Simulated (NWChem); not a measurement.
System: CH₃ClF₂OSi; SMILES CO[Si](F)(F)Cl

```xyz
9

C     -1.0281     2.2320    -0.0666
O      0.0573     1.4496     0.4356
Si     0.4435    -0.0666     0.0272
F      1.0849    -0.1561    -1.4295
F      1.5296    -0.5821     1.0643
Cl    -1.1794    -1.3105     0.0660
H     -1.1008     3.1252     0.5570
H     -0.8390     2.5317    -1.1030
H     -1.9709     1.6772    -0.0117
```
Atoms are numbered in this order, from 1.

Program: NWChem. Pople sets run with spherical d functions. Coordinates come from a B3LYP/6-31G* (spherical d) optimisation. Vzz is the largest principal value of the second derivative of the potential at the nucleus (NWChem prints the opposite sign); η is the asymmetry. Non-relativistic.

```tsv
level	Vzz O2 (a.u.)	η O2	Vzz Cl6 (a.u.)	η Cl6
PBE0/6-31G*	1.540	0.45	2.150	0.05
PBE0/def2-SVP	1.594	0.43	2.066	0.06
Hartree-Fock/def2-TZVP	1.638	0.41	[?]	0.04
Hartree-Fock/cc-pVTZ	1.637	0.41	2.020	0.04
```

**Question.** Complete the blanks.

**Answer.** 
- Hartree-Fock/def2-TZVP, Vzz Cl6 (a.u.): 2.200
